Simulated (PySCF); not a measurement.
C2H7GaO, SMILES [O]([GaH2])CC. Atoms are numbered in the order given.

```xyz
11

Ga    -0.1236    -1.0885     0.0000
H      0.7343    -2.3882     0.0000
H     -1.6807    -0.9465     0.0000
O      0.9207     0.3627     0.0000
C      0.6396     1.7454     0.0000
C     -0.8380     2.1131     0.0000
H      1.1293     2.1922     0.8859
H      1.1293     2.1922    -0.8859
H     -1.3503     1.7161     0.8919
H     -0.9565     3.2087     0.0000
H     -1.3503     1.7161    -0.8919
```

The structure is a stationary point at TPSSh-D3(BJ)/def2-SVP. Other conformers were not sampled.

Two levels are set side by side: PBE/pcSseg-1 (PySCF) and HF/pcSseg-1 (PySCF). GIAO shifts against H2O (¹⁷O), TMS (¹H), TMS (¹³C) at the same level; non-relativistic, no solvent, atoms listed together averaged. Differences are taken from unrounded values.

```
quantity                 PBE
---------------------  -----
δ(¹⁷O) of O4 (ppm)     227.0
δ(¹³C) of C5 (ppm)      75.1
δ(¹³C) of C6 (ppm)      26.9
δ(¹H) of H7, H8 (ppm)   4.86
```

**Question.** These are the PBE values. What does HF give? (The exact figures need the calculation; the answer reports its results.)

**Answer.** 
```
quantity                 HF  PBE minus HF
---------------------  ----  ------------
δ(¹⁷O) of O4 (ppm)     87.0         140.0
δ(¹³C) of C5 (ppm)     61.3          13.8
δ(¹³C) of C6 (ppm)     25.1           1.8
δ(¹H) of H7, H8 (ppm)  4.09          0.77
```

Rough cost on one machine, each run with all the roots and properties that it gave: HF against PBE within a factor of 2.
